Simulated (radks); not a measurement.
Values are calculated unless marked as measured or tabulated.
Question: The molybdenum ion Mo12+ is in [Ar] 3d10 4s2. Level of theory: scalar-relativistic Kohn-Sham, LDA (Slater exchange, Perdew-Wang correlation), spin-polarised, spherical densities, finite nucleus; Fermi nuclear charge, rms radius of each element as measured or else 0.836 A^(1/3) + 0.57 fm (a radial shooting solver on a logarithmic mesh with Libxc functionals). Open shells are filled with parallel spins first. One electron is removed from 3p, 3s, 4s, 3d in turn, with full relaxation. Which removal costs least, and what does each cost?

Answer: 4s 280.93 eV; 3d 483.49 eV; 3p 639.65 eV; 3s 736.24 eV. The 4s electron leaves first.
